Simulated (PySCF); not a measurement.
2-cyclopentylethanol, C7H14O.
Atom-mapped SMILES: `[OH:1][CH2:2][CH2:3][CH:4]1[CH2:5][CH2:6][CH2:7][CH2:8]1` (hydrogens: H9 on O1; H10, H11 on C2; H12, H13 on C3; H14 on C4; H15, H16 on C5; H17, H18 on C6; H19, H20 on C7; H21, H22 on C8)

Computed by this run: PySCF, PBE0-D3(BJ)/def2-SVP geometry optimisation, gas phase; density fitting, grid level 2; the optimiser is geomeTRIC in internal coordinates, started from a GFN2-xTB structure.

Step 0: E = -9517.0203 eV
```
atom  x, y, z in Å  |  force x, y, z in eV/Å
O1      3.6253   -0.6557    0.2268   -0.106  -0.025   0.004
C2      2.4757    0.0462   -0.1991    0.250  -0.682   0.348
C3      1.2536   -0.8131    0.1090    0.242   0.754  -0.608
C4     -0.0453   -0.1949   -0.3953    0.139  -0.340   0.693
C5     -0.4329    1.1160    0.3132   -0.288  -0.218  -0.267
C6     -1.9694    1.1104    0.4269    0.172  -0.208  -0.284
C7     -2.4344   -0.1423   -0.3211    0.357  -0.034   0.372
C8     -1.2591   -1.1013   -0.1752   -0.074   0.616  -0.404
H9      4.4085   -0.1348    0.0234   -0.108   0.031  -0.008
H10     2.4011    1.0105    0.3233   -0.122   0.294   0.048
H11     2.5262    0.2456   -1.2800   -0.116   0.123  -0.268
H12     1.2035   -0.9709    1.1877   -0.042  -0.096   0.391
H13     1.4034   -1.7873   -0.3603    0.096  -0.348  -0.102
H14     0.0543   -0.0040   -1.4693   -0.022   0.037  -0.330
H15    -0.0771    1.9822   -0.2435    0.192   0.331  -0.099
H16     0.0195    1.1512    1.3044    0.224   0.064   0.340
H17    -2.2680    1.0470    1.4735   -0.135   0.040   0.348
H18    -2.4120    2.0142    0.0103   -0.209   0.336  -0.035
H19    -3.3616   -0.5459    0.0829   -0.401  -0.131   0.046
H20    -2.5924    0.0859   -1.3765   -0.092   0.044  -0.373
H21    -1.2330   -1.5118    0.8357    0.029  -0.197   0.383
H22    -1.2963   -1.9279   -0.8831    0.015  -0.392  -0.193
```

Question: Estimate the geometry and energy of step 1. (The exact step hangs on the optimiser's Hessian estimate; all steps are aligned on step 0, rigid shifts and turns removed.)

Answer: E = -9517.0699 eV, largest force 0.163 eV/Å
```
atom  x, y, z in Å  |  force x, y, z in eV/Å
O1      3.6263   -0.6427    0.2364    0.039  -0.023   0.010
C2      2.4834    0.0336   -0.2122   -0.043   0.148  -0.053
C3      1.2709   -0.8219    0.0773   -0.038  -0.100   0.100
C4     -0.0430   -0.2109   -0.3798    0.023   0.046  -0.122
C5     -0.4254    1.1093    0.3218    0.084   0.057   0.030
C6     -1.9659    1.1205    0.4200   -0.057   0.064   0.056
C7     -2.4351   -0.1379   -0.3181   -0.091  -0.005  -0.063
C8     -1.2672   -1.1012   -0.1651    0.030  -0.127   0.034
H9      4.3900   -0.0785    0.0868    0.004  -0.012  -0.003
H10     2.3704    1.0191    0.2886    0.009  -0.057  -0.018
H11     2.5289    0.2412   -1.3044    0.001  -0.020   0.051
H12     1.2287   -1.0136    1.1664    0.024   0.008  -0.065
H13     1.4231   -1.8039   -0.4042   -0.010   0.032   0.013
H14     0.0291   -0.0134   -1.4685   -0.017  -0.007   0.060
H15    -0.0374    1.9858   -0.2211   -0.002  -0.026   0.018
H16     0.0287    1.1432    1.3276   -0.019  -0.002  -0.034
H17    -2.2788    1.0734    1.4763    0.013   0.002  -0.039
H18    -2.4111    2.0388    0.0065    0.007  -0.025   0.010
H19    -3.3884   -0.5330    0.0675    0.031   0.007  -0.016
H20    -2.5891    0.0833   -1.3896    0.011  -0.011   0.043
H21    -1.2466   -1.5152    0.8612    0.000   0.023  -0.042
H22    -1.3018   -1.9566   -0.8596    0.001   0.026   0.026
```

The energy changes by -0.0496 eV. The first-order estimate −F·Δx gives -0.1112 eV and the mean of the old and new forces, exact on a quadratic surface, -0.0496 eV. The step makes an angle of 73° with the force vector and moves no atom by more than 0.087 Å.

The cost below is that of the whole optimisation. The run took 63 s wall on one thread, Arm Neoverse V1 (aarch64), no GPU, shared host with 32 logical CPUs at a one-minute load of 10, and the process peaked at 0.82 GiB of memory.
